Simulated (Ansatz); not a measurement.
`[Br][In]([Br])[Br]` + `SS` → `S[S][In]([Br])[Br]` + HBr  (ligand exchange at the In–Br bond)

Computed with Ansatz on PBE0-D4/def2-TZVP structures; ΔE is electronic, products minus reactants. CCSD(T)/CBS adds triple-zeta CCSD(T) − MP2 to the extrapolated MP2 energy (def2 sets, frozen cores). This one scheme is used for every species. Functionals use def2-TZVPP. Elements past krypton have def2 core potentials. For Br, In outer-core shells are correlated without core-valence functions, which leaves a few kJ/mol of doubt a bond. Scalar relativity is left out up to krypton. One conformer a species, not always the lowest.

```json
{"level": "r2SCAN-D4", "ΔE (kcal/mol)": "9.5"}
{"level": "PBE0-D4", "ΔE (kcal/mol)": "9.7"}
{"level": "PBE-QIDH", "ΔE (kcal/mol)": "10.8"}
{"level": "revPBE", "ΔE (kcal/mol)": "9.5"}
{"level": "r2SCAN0", "ΔE (kcal/mol)": "11.1"}
{"level": "CAM-B3LYP", "ΔE (kcal/mol)": "11.7"}
{"level": "RPA@PBE/def2-TZVPP", "ΔE (kcal/mol)": "9.5"}
{"level": "SCS-MP2/def2-QZVPP", "ΔE (kcal/mol)": "10.5"}
```

Question: What does CCSD(T)/CBS give? (Best estimate.)

Answer: Ansatz gave: +10.2 kcal/mol. The listed levels differ from it by -0.7, -0.5, 0.6, -0.7, 0.9, 1.5, -0.7, 0.3 kcal/mol.

Largest T1 diagnostic among the species: 0.012.

The D4 term adds −1.7 kcal/mol with B3LYP and −1.0 kcal/mol with PBE0; it sums over pairs of atoms, weighted by their polarisabilities, and B3LYP, whose exchange is more repulsive, gets the larger term. From PBE to PBE0 (25 % exact exchange), in def2-TZVPP and without D4, ΔE moves by +1.8 kcal/mol. Leaving LDA and LC-ωPBE aside and taking each functional with its dispersion term where it has one, the values, not all of them listed here, spread over 3.7 kcal/mol, from BLYP-D4 to BHLYP-D4. LDA lies −1.7 kcal/mol from PBE without D4.

B3LYP here is the variant with VWN-RPA as its local correlation; programs differ in this.
